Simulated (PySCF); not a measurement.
Molecule (SMILES): F[C]Cl (closed-shell singlet).
Geometry (B3LYP-D3(BJ)/def2-TZVP, fixed):
```
C
F 1 1.2975
Cl 1 1.7557 2 106.70
```
Charge 0, spin multiplicity 1.

Basis-set convergence of the mean static polarisability at PBE0 with PySCF. All functions are spherical. Density fitting with generated auxiliary sets. No added dispersion term, no relativity. Reference: the value in aug-pcseg-3, 30.44 bohr³, itself unsure by roughly 0.4 % (its mean distance from aug-cc-pV(Q+d)Z, aug-pcseg-2, aug-cc-pV(T+d)Z). Deviations are taken from unrounded values.

```json
[
 {"basis": "def2-SVP", "functions": "46", "mean static polarisability (bohr³)": "20.00"},
 {"basis": "def2-SVPD", "functions": "70", "mean static polarisability (bohr³)": "29.59"},
 {"basis": "pcseg-1", "functions": "46", "mean static polarisability (bohr³)": "21.87"},
 {"basis": "aug-pcseg-1", "functions": "73", "mean static polarisability (bohr³)": "30.31"},
 {"basis": "cc-pV(D+d)Z", "functions": "51", "mean static polarisability (bohr³)": "20.47"},
 {"basis": "aug-cc-pV(D+d)Z", "functions": "78", "mean static polarisability (bohr³)": "29.47"},
 {"basis": "6-311G**", "functions": "62", "mean static polarisability (bohr³)": "21.06"},
 {"basis": "6-311+G**", "functions": "74", "mean static polarisability (bohr³)": "25.39"},
 {"basis": "pcseg-2", "functions": "94", "mean static polarisability (bohr³)": "24.83"},
 {"basis": "aug-pcseg-2", "functions": "142", "mean static polarisability (bohr³)": "30.28"},
 {"basis": "cc-pV(T+d)Z", "functions": "99", "mean static polarisability (bohr³)": "24.66"},
 {"basis": "aug-cc-pV(T+d)Z", "functions": "147", "mean static polarisability (bohr³)": "30.23"},
 {"basis": "def2-TZVP", "functions": "99", "mean static polarisability (bohr³)": "25.65"},
 {"basis": "def2-TZVPD", "functions": "123", "mean static polarisability (bohr³)": "30.28"},
 {"basis": "def2-TZVPP", "functions": "104", "mean static polarisability (bohr³)": "25.70"},
 {"basis": "def2-TZVPPD", "functions": "128", "mean static polarisability (bohr³)": "30.29"},
 {"basis": "cc-pV(Q+d)Z", "functions": "174", "mean static polarisability (bohr³)": "27.40"},
 {"basis": "aug-cc-pV(Q+d)Z", "functions": "249", "mean static polarisability (bohr³)": "30.41"},
 {"basis": "def2-QZVPP", "functions": "184", "mean static polarisability (bohr³)": "27.97"},
 {"basis": "def2-QZVPPD", "functions": "208", "mean static polarisability (bohr³)": "30.40"},
 {"basis": "pcseg-3", "functions": "184", "mean static polarisability (bohr³)": "28.16"},
 {"basis": "aug-pcseg-3", "functions": "259", "mean static polarisability (bohr³)": "30.44"}
]
```

What the diffuse functions change, pair by pair:
- def2-SVP to def2-SVPD: 24 more functions, deviation -34.3 to -2.8 %
- pcseg-1 to aug-pcseg-1: 27 more functions, deviation -28.1 to -0.4 %
- cc-pV(D+d)Z to aug-cc-pV(D+d)Z: 27 more functions, deviation -32.8 to -3.2 %
- 6-311G** to 6-311+G**: 12 more functions, deviation -30.8 to -16.6 %
- pcseg-2 to aug-pcseg-2: 48 more functions, deviation -18.4 to -0.5 %
- cc-pV(T+d)Z to aug-cc-pV(T+d)Z: 48 more functions, deviation -19.0 to -0.7 %
- def2-TZVP to def2-TZVPD: 24 more functions, deviation -15.8 to -0.5 %
- def2-TZVPP to def2-TZVPPD: 24 more functions, deviation -15.6 to -0.5 %
- cc-pV(Q+d)Z to aug-cc-pV(Q+d)Z: 75 more functions, deviation -10.0 to -0.1 %
- def2-QZVPP to def2-QZVPPD: 24 more functions, deviation -8.1 to -0.1 %
- pcseg-3 to aug-pcseg-3: 75 more functions, deviation -7.5 to 0.0 %

Leaving out the reference's own pair, they bring the value nearer the reference by more than 0.4 % in 10 of 10 pairs.
